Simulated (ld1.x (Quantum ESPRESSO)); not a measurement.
# Cutoff test, Si, TM

ld1.x (Quantum ESPRESSO) 7.5 input, shortened:

```
&input
   title='Si', zed=14., rel=1, dft='WC', iswitch=3,
   config='[Ne] 3s1.5 3p2.5 3d-2'
 /
 &inputp
   pseudotype=2, tm=.true., lloc=-1, rcloc=1.15,
   nlcc=.true., rcore=0.85
 /
3
3S  1  0   1.50   0.00  1.75  1.75  0.0
3P  2  1   2.50   0.00  1.75  1.75  0.0
3D  3  2  -2.00   0.45  1.40  1.40  0.0
 &test
   configts(1)='3s1.5 3p2.5'
 /
```

The pseudo-atom Hamiltonian at the reference potential is diagonalised in spherical Bessel functions j_l(qr) that vanish at 20 bohr, with q² up to the cutoff. All-electron valence levels (Ry): 3s -0.8204, 3p -0.3201.

Task: How do the lowest levels (Ry) of each channel move with the cutoff, and are there ghosts?

Result:

| cutoff (Ry) | s #1 | s #2 | p #1 | d #1 | d #2 | f #1 | Σ f·Δε (mRy) |
| --- | --- | --- | --- | --- | --- | --- | --- |
| 8 | -0.7955 | -0.0250 | -0.3196 | 0.0559 | 0.1334 | 0.1099 | 39.0 |
| 10 | -0.8068 | -0.0255 | -0.3197 | 0.0558 | 0.1328 | 0.1099 | 21.8 |
| 15 | -0.8175 | -0.0259 | -0.3200 | 0.0557 | 0.1321 | 0.1099 | 5.1 |
| 18 | -0.8193 | -0.0259 | -0.3200 | 0.0556 | 0.1318 | 0.1099 | 2.3 |
| 25 | -0.8194 | -0.0261 | -0.3201 | 0.0556 | 0.1315 | 0.1099 | 2.0 |
| 30 | -0.8196 | -0.0265 | -0.3201 | 0.0555 | 0.1313 | 0.1099 | 1.6 |
| 40 | -0.8204 | -0.0285 | -0.3202 | 0.0555 | 0.1311 | 0.1099 | 0.3 |
| 45 | -0.8204 | -0.0293 | -0.3202 | 0.0555 | 0.1310 | 0.1099 | 0.2 |
| 400 | -0.8205 | -0.0309 | -0.3202 | 0.0554 | 0.1310 | 0.1099 | 0.0 |

Result: no extra level below or beside the all-electron valence levels (s, p, d, f tested); 10 mRy is reached at 15 Ry and 1 mRy at 35 Ry.
